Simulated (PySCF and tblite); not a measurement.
Results of a calculation; reference values are marked as such.
System: C3H7FSe2, numbered as in [CH3:1][CH2:2][Se:3][Se:4][CH2:5][F:6].

For the rotation about the Se3–Se4 bond (torsion C2–Se3–Se4–C5 from -85° to 94°, rising): electronic barrier 8.72 kcal/mol, zero-point change 0.08 kcal/mol, thermal and entropy terms at 400 K a further 1.07 kcal/mol (symmetry numbers apart). The minimum is C1, the saddle C1. Geometries: GFN2-xTB; energies: CAM-B3LYP/pcSseg-1 + D3(BJ); zero-point and thermal terms from GFN2-xTB harmonic modes (soft modes blended into free rotors). Rate constants are transition-state-theory values, counting equivalent paths, without tunnelling. Run with tblite and PySCF.

(1) How many equivalent paths lead out of the minimum?

(2) Work out the rate at 400 K.

Spin–orbit effects of heavy atoms on shieldings are missing.

Results:

(1) 1: the symmetry number of the minimum is 1, that of the saddle displaced along its mode 1.

(2) ΔG‡ = 9.87 kcal/mol; k_B T/h = 8.3×10¹² s⁻¹; exp(−ΔG‡/RT) = 4×10⁻⁶; times 1 gives k = 3.4×10⁷ s⁻¹. Wigner's tunnelling factor for the 63i cm⁻¹ mode would be 1.00.
